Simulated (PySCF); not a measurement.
**Working out the ionisation energy of Ti**

Ti [Ar] 3d2 4s2 (3F) → Ti⁺ [Ar] 3d2 4s1 (4F). Calculation: PySCF 2.14, in aug-cc-pVDZ-DK; scalar relativity by spin-free X2C-1e. Frozen: [Ar]. Energies in hartree (1 hartree = 27.21139 eV):

| part | Ti (lower) | Ti⁺ (upper) |
| --- | --- | --- |
| UHF | -852.744824 | -852.540382 |
| MP2 opposite-spin | -0.027715 | 0.000000 |
| MP2 same-spin | -0.008125 | -0.008277 |

**Question.** What does Hartree-Fock give?

**Answer.** (-852.540382) − (-852.744824) = 0.204442 hartree = 5.563 eV.

**Question.** What do MP2 and SCS-MP2 (6/5 opposite-spin, 1/3 same-spin) give?

**Answer.** The opposite-spin parts differ by 0.754 eV and the same-spin parts by -0.004 eV. MP2: 5.563 + (0.754) + (-0.004) = 6.313 eV. SCS-MP2: 5.563 + 1.2 × (0.754) + (-0.004)/3 = 6.466 eV.

Measured between the centres of the two terms (NIST): 6.828 eV, so MP2 (valence) is off by -0.515 eV.

A double-zeta basis recovers only part of the correlation energy.

What remains against the reference includes basis incompleteness, the frozen core and correlation beyond second order.
